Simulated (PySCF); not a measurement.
C₆ coefficients of unlike pairs at PBE0

Calculated with PySCF 2.14 from the dipole response of each species, C₆(A,B) = (3/π) ∫ α_A(iu) α_B(iu) du, in atomic units, from isotropic polarisabilities. For ions this is the dispersion term alone; charge-induced terms of lower order in 1/R come first.

```csv
species,configuration,basis,relativity,α (bohr³),C₆ (like pair)
O²⁺,[He] 2s2 2p2 (3P),aug-cc-pVTZ-DK (5s4p3d2f),spin-free X2C,1.742,2.327
N⁺,[He] 2s2 2p2 (3P),aug-cc-pVDZ (4s3p2d),none,3.854,8.347
Sr,[Kr] 5s2 (1S),dyall-av2z (22s16p11d),none,214.2,3575
Mo⁺,[Kr] 4d5 (6S),aug-cc-pVTZ-PP with ECP28MDF (6s6p5d3f2g),core potential,20.64,134.1
```

Problem. Estimate C₆ for Mo⁺ with N⁺.

Solution. The integral gives 32.88. The combination rule 2 C_A C_B / (C_A α_B/α_A + C_B α_A/α_B) gives 32.11 and the geometric mean 33.46.

No spin-orbit coupling is included.

The other pairs:

```json
{"pair": "Sr, O²⁺", "C₆": "56.61"}
{"pair": "N⁺, O²⁺", "C₆": "4.346"}
{"pair": "Mo⁺, Sr", "C₆": "557.4"}
{"pair": "Sr, N⁺", "C₆": "119.5"}
{"pair": "Mo⁺, O²⁺", "C₆": "16.77"}
```
